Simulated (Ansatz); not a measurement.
The Ge1–H2 bond of ClGeH (SMILES [Cl][GeH]) is stretched (multiplicity 1, the rest rigid).
Geometry at rest (charge 0, multiplicity 1):
```xyz
3

Ge     0.529    -0.162     0.505
H      1.620    -0.383    -0.652
Cl    -1.090     0.328    -0.912
```

Cores are frozen in the correlated methods. Filled d and f shells under p-block atoms count as core.

Programs: Ansatz (Gaussian basis) for Hartree–Fock, density functionals and correlated methods. 

Energies above the point at 1.606 Å (the B3LYP-D3(BJ) bond length), FIC-MRCISD+Q on CASSCF(2,2)/def2-TZVPP (kcal/mol): 4.77 at 1.445 Å; 3.28 at 1.766 Å; 69.69 at 5.138 Å.

### Question
Take the last value as the depth D of a Morse curve D(1 − e^(−a(R − R₀)))², fit a and R₀ to the two near points, and test it at 2.168 and 2.810 Å.

### Answer

With D = 69.7, both near points (counted from the curve's value at 1.606 Å) are met by a = 1.49 Å⁻¹ and R₀ = 1.602 Å, so k = 2Da² = 308 kcal/(mol Å²). The curve then gives 22.5 and 48.5 kcal/mol; the level itself gives 23.4 and 52.4, so Morse is off by -0.8 and -4.0.

Ansatz is an electronic-structure program.
